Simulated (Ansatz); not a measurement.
**How methods differ on SnH3F (SnFH3)**

SnH3F: 5 atoms, total charge 0, spin state singlet. As SMILES, `[H][Sn]([H])([H])[F]`. Geometry: a GFN2-xTB relaxation, a rough one for these elements and not checked as a minimum.

```xyz
5

Sn   -0.0026    0.0024   -0.1669
F     0.0117   -0.0193    1.7573
H     1.6192    0.0110   -0.5382
H    -0.8177    1.4085   -0.5125
H    -0.8106   -1.4026   -0.5397
```

Quantity: the vertical ionisation energy (to the doublet cation), in eV. The values are calculated.

```tsv
level	kind	program	value (eV)	less FCI/STO-3G	CPU time (all runs)
HF/STO-3G	Hartree–Fock	Ansatz	6.37	-0.48	5 s
SVWN5/STO-3G	LDA	Ansatz	7.70	+0.85	11 s
PBE/STO-3G	GGA	Ansatz	7.66	+0.81	24 s
BHLYP/STO-3G	global hybrid	Ansatz	7.92	+1.07	28 s
HSE06/STO-3G	range-separated hybrid	Ansatz	7.94	+1.09	48 s
B2PLYP/STO-3G	double hybrid	Ansatz	7.71	+0.86	69 s
CCSD(T)/STO-3G	coupled cluster or CI	Ansatz	6.86	+0.01	8.2 s
CCSD/STO-3G	coupled cluster or CI	Ansatz	6.83	-0.02	8.3 s
FCI/STO-3G	exact in the basis	Ansatz	6.85	0.00	4.2 min
```

FCI/STO-3G is exact within its basis and frozen core, so for wave-function methods in that basis the difference is their error; functionals converge differently with the basis, so for them it is only a difference. All-electron rows without a relativistic Hamiltonian named are non-relativistic. Spin-orbit coupling, which can split open shells on such heavy atoms by tenths of an eV, is left out. The values span 6.37 to 7.94 eV. All rows use very small basis sets, so none should be taken for the real molecule's value. In the correlated wave-function rows the outer d shell of Sn is correlated, in sets not made for it. CPU times are rough (shared hosts, several kinds of processor and program).
